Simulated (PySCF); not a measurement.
Nuclear quadrupole coupling in `FC(F)(F)c1cnns1`

Species: C3HF3N2S.
Structure used (GFN2-xTB), in Å, numbered top down from 1:
```
atom  x, y, z in Å
F1    -1.9015    0.8266   -1.1323
C2    -1.4174    0.2485   -0.0210
F3    -1.9078    0.9504    1.0136
F4    -1.9595   -0.9730    0.0482
C5     0.0679    0.1933   -0.0136
C6     0.8827   -0.9169    0.0556
N7     2.1801   -0.5965    0.0399
N8     2.4193    0.6337   -0.0339
S9     1.0747    1.5805   -0.0948
H10    0.5705   -1.9419    0.1157
```

Field gradients from the PBE0/pcSseg-1 density (PySCF, non-relativistic), principal values in atomic units, ordered |Vxx| ≤ |Vyy| ≤ |Vzz|:

| atom | Vxx | Vyy | Vzz |
| --- | --- | --- | --- |
| N7 | 0.5314 | 0.6362 | -1.1677 |
| N8 | 0.3679 | 0.7197 | -1.0876 |
| S9 | -0.6611 | -1.3112 | 1.9723 |

Problem. Find the asymmetry η = (Vxx − Vyy)/Vzz and the couplings χ = eQV/h (234.96 MHz × Q in barn × V in au), with Q(14N) = 0.02044 b, Q(33S) = −0.0678 b.

Solution. 
```tsv
atom	environment	nucleus	η	χzz (MHz)	χxx (MHz)	χyy (MHz)
N7	pyridine-type nitrogen	14N	0.09	-5.61	2.55	3.06
N8	pyridine-type nitrogen	14N	0.32	-5.22	1.77	3.46
S9	ring sulfur	33S	0.33	-31.42	10.53	20.89
```

Problem. What is Vzz at S9 in SI units (1 au = 9.71736 × 10²¹ V/m²)?

Solution. 1.9723 au = 19.165 × 10²¹ V/m².

Problem. And the gradient at the other heavy atoms, for which no coupling is worked out here?

Solution. 
| atom | environment | Vzz (au) | η |
| --- | --- | --- | --- |
| F1 | fluorine of a CF3 group | 2.958 | 0.05 |
| C2 | CF3 carbon | -0.357 | 0.03 |
| F3 | fluorine of a CF3 group | 2.958 | 0.05 |
| F4 | fluorine of a CF3 group | 2.952 | 0.02 |
| C5 | substituted aromatic carbon | -0.181 | 0.16 |
| C6 | aromatic CH next to a ring nitrogen | 0.230 | 0.99 |

Geometry: GFN2-xTB; no solvent, vibrations or thermal averaging. GFN2-xTB bond lengths can be off by several hundredths of an ångström, more for odd bonds, and the gradients follow them. With so small a basis the couplings can be 20 % off.
